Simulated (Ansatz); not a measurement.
Mulliken charges of O3W, SMILES `[O]=[W](=[O])=[O]` from PBE/def2-TZVPP in Ansatz (PBE0-D4/def2-TZVP geometry).

```csv
atom,x (Å),y (Å),z (Å),charge (e)
O1,-0.237,0.265,1.555,-0.366
W2,-0.366,-0.284,-0.065,1.098
O3,1.072,-1.143,-0.434,-0.366
O4,-0.412,1.102,-1.076,-0.366
```

Task: By hand: the dipole of these point charges (1 e Å = 4.8032 D).

Result: Σ q r = (-0.557, -0.394, -0.088) e Å, of length 0.688 e Å = 3.30 D.

Task: How does the dipole of the full density compare? (An estimate is asked.)

Result: Computed: (-0.893, -0.630, -0.141) e Å, 5.29 D; the point charges give 0.62 times that, at 0° from its direction.

Point charges leave out the atoms' own dipoles, such as those of lone pairs, and Mulliken's split depends on the basis, so the two needn't agree.
